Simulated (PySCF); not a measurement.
Gas-phase reaction: 2 SiBr₂ + 6 H → Br₂ + 2 SiH₃Br

Method: PySCF energies (xtb for GFN2) plus ideal-gas RRHO corrections (1 bar). Table values come from the NASA 1993 polynomials. † marks an energy on the PBE0/def2-TZVP geometry and frequencies; other levels use their own. MP2 and CCSD(T) freeze the core. 6-31G* has spherical d functions here. Open shells (unrestricted): H (multiplicity 2); the rest are closed-shell singlets. GFN2 has no spin-polarisation term. B3LYP is the form with VWN-RPA correlation. Br: all electrons, no relativistic terms. MP2 isn't extrapolated to the basis-set limit; its ΔH°(298 K) is -1207.4 kJ in def2-SVP and -1260.4 kJ in def2-TZVPP. CCSD(T) isn't extrapolated to the basis-set limit; its ΔH°(298 K) is -1271.8 kJ in def2-SVP and -1327.1 kJ in def2-TZVPP. The harmonic model lacks anharmonicity and excited electronic states, which grow with temperature; levels with a mode under 35 cm⁻¹ are left out. The table's entry may be an old estimate for SiBr₂, SiH₃Br (not checked at source).

| level | ΔH°(298 K), kJ | minus table | ΔG°(1000 K), kJ |
|---|---|---|---|
| table | -1329.0 | - | -766.9 |
| B3LYP/6-31G* | -1327.2 | 1.8 | -763.0 |
| BLYP/def2-TZVP† | -1289.9 | 39.1 | -727.4 |
| CCSD(T)/def2-TZVPP† | -1327.1 | 1.9 | -764.6 |
| GFN2-xTB | -1785.9 | -456.9 | -1227.5 |
| HF/def2-TZVP† | -1071.8 | 257.2 | -509.3 |
| M06-2X/def2-TZVP† | -1295.2 | 33.8 | -732.6 |
| MP2/def2-SVP† | -1207.4 | 121.6 | -644.9 |
| PBE0/def2-SVP† | -1271.1 | 57.9 | -708.6 |
| PBE0/def2-TZVP | -1285.3 | 43.7 | -722.7 |
| LDA/def2-TZVP† | -1398.3 | -69.3 | -835.7 |
| ωB97M-V/def2-TZVP† | -1311.3 | 17.7 | -748.8 |
